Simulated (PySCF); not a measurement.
## [Pb(H2O)2]2+: from a saddle point downhill

PySCF 2.14.0, RKS B3LYP, Pb def2-SVP with ECP60, O def2-SVP, H def2-SVP; non-relativistic Hamiltonian with scalar-relativistic core potentials where named; density fitting; no spin-orbit coupling. Relaxed within the symmetry of its start, the geometry (D2d) is

```xyz
7

Pb    0.0000    0.0000    0.0000
O     0.0000    0.0000    2.4547
H     0.5483    0.5483    3.0525
H    -0.5483   -0.5483    3.0525
O     0.0000    0.0000   -2.4547
H     0.5483   -0.5483   -3.0525
H    -0.5483    0.5483   -3.0525
```

and its lowest harmonic modes are -58, -58, 112, 287, 317, 495 cm⁻¹ (negative: unstable). It was moved along the lowest mode and relaxed again.

(1) Where does it end, and how much lower?

(2) How do the contacts change?

(3) Is the end a minimum?

State: singlet.

## Answers

(1) In C1, 0.352 eV lower, after 27 steps:
```xyz
7

Pb   -0.2936    1.4406    0.0132
O     0.1336   -0.2137    1.6619
H     0.6246   -0.0596    2.4963
H    -0.2509   -1.1112    1.7415
O    -0.0363   -0.1966   -1.6758
H     0.4488   -1.0458   -1.6316
H    -0.3324   -0.1028   -2.6055
```

(2) 
```
     contact  saddle (Å)  end (Å)
Pb1–O2 (H2O)       2.455    2.374
Pb1–O5 (H2O)       2.455    2.366
```


(3) Yes; lowest modes 42, 70, 163, 330, 345, 453 cm⁻¹.
